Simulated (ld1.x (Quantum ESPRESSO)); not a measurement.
Scattering properties, PAW potential for lutetium (Lu)

Lu (Z = 71), PAW, made with ld1.x (Quantum ESPRESSO) 7.5 (PBE, scalar-relativistic). Core [Kr] 4d10, reference 4f14 5s2 5p6 5d1 6s2 6p0. Waves: 5s (bound): rcut 1.50, rcutus 1.75 bohr; 6s (bound): rcut 1.50, rcutus 1.75 bohr; 5p (bound): rcut 2.25, rcutus 2.40 bohr; 6p (bound, empty): rcut 2.25, rcutus 2.40 bohr; 5d (bound): rcut 2.75, rcutus 3.55 bohr; 5d channel at 2.7 Ry: rcut 2.75, rcutus 3.55 bohr; 4f (bound): rcut 1.05, rcutus 1.20 bohr; 4f channel at -0.3 Ry: rcut 1.05, rcutus 1.20 bohr. Local part: all-electron potential smoothed inside 2.75 bohr (lloc = -2). Core correction: a·sin(br)/r model core inside 1.05 bohr. Augmentation charge: BG, radius 1.00 bohr.

The phase is arctan(r·u′/u) with u = r·R(r), unwrapped; energies in Ry, scanned from -6 to 5 Ry. A pole is an energy at which the radial function vanishes at the test radius. The pseudo phase is shifted by a multiple of π to meet the all-electron one at the reference energy, and phase errors are pseudo minus all-electron; the curves can meet again beyond the range given. Levels narrower than the energy grid can be missing from the lists of poles. n/a: not evaluated, since a narrow level or a reset projector energy made the automatic matching unsafe.

```
channel  radius (bohr)  reference energy (Ry)  poles, all-electron  poles, pseudo  unbroken range about the reference energy with phases within 0.05 rad  phase error 1 Ry above the reference energy (rad)
      s           3.83                  -0.34           0.35, 4.25     0.35, 4.24                                                        the whole range                                             +0.000
      p           3.83                  -0.10                 1.17           1.17                                                                    n/a                                                n/a
      d           3.83                  -0.13           0.10, 2.75     0.10, 2.75                                                              below 4.3                                             +0.002
      f           3.83                  -0.71                 2.03           2.05                                                              below 3.0                                             +0.000
```

Phases in the d channel:

```tsv
E (Ry)	all-electron	pseudo
-6.00	1.464	1.464
-5.48	1.459	1.459
-4.96	1.453	1.453
-4.44	1.446	1.446
-3.92	1.438	1.438
-3.40	1.428	1.428
-2.88	1.415	1.415
-2.36	1.398	1.398
-1.84	1.374	1.374
-1.32	1.335	1.334
-0.80	1.250	1.249
-0.28	0.632	0.631
0.24	-1.686	-1.687
0.76	-2.026	-2.026
1.28	-3.653	-3.640
1.80	-4.485	-4.483
2.32	-4.645	-4.645
2.84	-4.724	-4.724
3.36	-4.790	-4.789
3.88	-4.879	-4.869
4.40	-5.120	-5.036
4.92	-6.926	-5.908
```
